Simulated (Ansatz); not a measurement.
`[NH2][Y]([NH2])[O][SiH3]` + `O[SiH2]CCl` → `[SiH3]O[SiH2]CCl` + `[NH2][Y]([NH2])[OH]`  (ligand exchange at the Si–O bond)

Calculated with Ansatz (gas phase, PBE0-D4/def2-TZVP geometries, no zero-point term in ΔE). CBS: MP2 limit from def2 TZ/QZ plus the TZ coupled-cluster correction, frozen cores. Functionals use def2-TZVPP. HSE06 is defined as in plane-wave codes. Elements past krypton have def2 core potentials. For Y outer-core shells are correlated without core-valence functions, which leaves a few kJ/mol of doubt a bond. Each species was taken in one conformer, which may not be the lowest.

`[NH2][Y]([NH2])[O][SiH3]`:

```xyz
12

N     0.363   -0.800   -2.562
Y    -0.481   -0.058   -0.734
N    -2.544    0.532   -0.738
O     0.660    0.082    0.984
Si    1.545    0.190    2.337
H     1.313   -1.116   -2.719
H    -0.116   -0.906   -3.449
H    -3.181    0.499   -1.525
H    -3.080    0.898    0.040
H     0.856    1.014    3.373
H     2.870    0.822    2.067
H     1.797   -1.158    2.925
```

`O[SiH2]CCl`:

Cartesian coordinates in Å:
```
O 1.361 1.024 0.723
Si -0.113 0.305 0.797
C -0.599 -0.361 -0.894
Cl 0.700 -1.473 -1.433
H 2.072 0.494 0.358
H -1.071 1.355 1.219
H -0.136 -0.838 1.748
H -0.684 0.424 -1.645
H -1.530 -0.930 -0.874
```

`[SiH3]O[SiH2]CCl`:

```xyz
12

Si    1.440    1.552   -0.084
O     0.371    0.683    0.808
Si   -0.382   -0.755    0.937
C    -1.463   -1.051   -0.569
Cl   -0.433   -1.003   -2.030
H     2.495    0.665   -0.639
H     0.735    2.244   -1.190
H     2.058    2.559    0.814
H    -1.244   -0.724    2.147
H     0.606   -1.859    1.031
H    -1.950   -2.027   -0.539
H    -2.231   -0.285   -0.685
```

`[NH2][Y]([NH2])[OH]`:

```xyz
9

N    -0.172   -1.856    0.742
Y    -0.063    0.016   -0.321
N     0.469    1.780    0.799
O    -0.446    0.116   -2.310
H    -0.406   -2.767    0.365
H     0.003   -2.001    1.730
H     0.678    1.826    1.790
H     0.564    2.726    0.450
H    -0.626    0.161   -3.243
```

```
             level  ΔE (kJ/mol)
       LDA (SPW92)         11.5
            PBE-D4         11.5
        r2SCANh-D4         12.4
             HSE06         15.2
           LC-ωPBE         11.5
RPA@PBE/def2-TZVPP         12.6
     HF/def2-TZVPP         13.1
SCS-MP2/def2-TZVPP         11.6
```

Problem. What does CCSD(T)/CBS give? (An estimate is asked.)

Solution. Ansatz gave: +10.4 kJ/mol. The listed levels differ from it by 1.1, 1.1, 2.0, 4.8, 1.1, 2.2, 2.7, 1.2 kJ/mol.

Largest T1 diagnostic among the species: 0.013.

The D4 term adds −6.9 kJ/mol with B3LYP and −3.9 kJ/mol with PBE0; it sums over pairs of atoms, weighted by their polarisabilities, and B3LYP, whose exchange is more repulsive, gets the larger term. Leaving LDA and LC-ωPBE aside and taking each functional with its dispersion term where it has one, the values, not all of them listed here, spread over 8.0 kJ/mol, from BHLYP-D4 to B97M-V. LDA lies −4.2 kJ/mol from PBE without D4.

CCSD(T)/CBS has its own doubt, a few kJ/mol and more with outer-core shells, so smaller differences from it don't rank the levels.

B3LYP here is the variant with VWN-RPA as its local correlation; programs differ in this.
